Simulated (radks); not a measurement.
Results of a calculation; reference values are marked as such.
The barium ion Ba17+, configuration [Kr] 4d3.

Level of theory: Dirac Kohn-Sham, BLYP, spin-unpolarised, spherical densities, finite nucleus; open shells fill j = l - 1/2 first; Fermi nuclear charge, rms radius 4.8378 fm (a radial shooting solver on a logarithmic mesh with Libxc functionals).

Energy parts (eV):
| part | energy |
|---|---|
| total | -218490.54 |
| kinetic | 233458.62 |
| electron-nucleus | -515583.55 |
| Hartree | 68653.83 |
| exchange-correlation | -5019.44 |

Orbitals (lengths in bohr, moments of r in powers of bohr):
orbital  occ.  eigenvalue (eV)  <1/r>      <r>
1s1/2       2        -37643.29  60.70  0.02558
2s1/2       2        -6293.559  14.26   0.1092
2p1/2       2        -5953.750  14.24  0.09188
2p3/2       4        -5571.579  13.00  0.09786
3s1/2       2        -1636.341  5.148   0.2903
3p1/2       2        -1494.083  5.062   0.2799
3p3/2       4        -1419.315  4.754   0.2916
3d3/2       4        -1170.919  4.620   0.2619
3d5/2       6        -1154.858  4.541   0.2656
4s1/2       2        -601.7946  2.242   0.6377
4p1/2       2        -547.6046  2.161   0.6492
4p3/2       4        -529.2129  2.066   0.6697
4d3/2       3        -438.9837  1.914   0.6917
4d5/2       0        -435.3973  1.892   0.6978
5s1/2       0        -304.8031  1.168    1.199
5p1/2       0        -282.7068  1.122    1.242
5p3/2       0        -276.4325  1.086    1.271

The highest occupied level is 4d3/2 at -438.98 eV. Summed over all electrons, <r^2> = 7.224 bohr^2, which gives a Langevin (diamagnetic) susceptibility term of -5.72 x 10^-6 cm^3/mol. For comparison, the ionisation energy in NIST's Atomic Spectra Database is 455 eV (theoretical). In exact Kohn-Sham theory the highest level is minus the ionisation energy, but local and semilocal functionals leave it too shallow, through self-interaction and a potential that decays too fast; potentials with the right tail come closer. The electron density at the nucleus is 3.229e+05 e/bohr^3.

Beside tabulated values, note that spin-unpolarised runs miss the spin-polarisation part of the exchange energy of open shells.
